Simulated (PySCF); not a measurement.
# Two-component Hartree-Fock for N (nitrogen, neutral)

Start: [He] 2s2 2p3; 2p3/2 filled at m_j = -1/2, +1/2, +3/2. Calculated with PySCF 2.14 in x2c-TZVPall-2c (5s3p2d1f, 31 functions): generalised Hartree-Fock with the X2C-1e Hamiltonian and a Gaussian nucleus; one run each with spin-orbit coupling (SO) switched off, then screened by Boettger's factors. This is a chosen level, not necessarily the ground level.

| spinor shell | electrons | ε, spin-free (eV) | ε, screened SO (eV) | weight of nominal j (screened SO) | rms radius, screened SO (bohr) |
| --- | --- | --- | --- | --- | --- |
| 1s1/2 | 2 | -425.40 | -425.40 | 1.000 | 0.265 |
| 2s1/2 | 2 | -25.712 | -25.712 | 1.000 | 1.48 |
| 2p3/2 | 3 | -15.519 | -15.519 | 0.666 | 1.58 |

```json
{"quantity": "E (hartree)", "spin-free": "-54.43200", "screened SO": "-54.43200"}
{"quantity": "M_J", "spin-free": "3/2", "screened SO": "3/2"}
{"quantity": "⟨J²⟩", "spin-free": "3.758", "screened SO": "3.758"}
{"quantity": "⟨L²⟩", "spin-free": "0.000", "screened SO": "0.000"}
{"quantity": "⟨S²⟩", "spin-free": "3.758", "screened SO": "3.758"}
```

Each row is a mean over spinors that exchange with the open shell spreads, by up to 11.894 eV (2s1/2).

Rows whose weight is well below 1 are mixtures of j = l ± 1/2: exchange outweighs spin-orbit coupling there, and the label is only the starting occupation.

Without spin-orbit coupling the j labels of p, d and f shells carry no meaning; the spin-free column gives the mean over the occupied spinors of each nl shell.
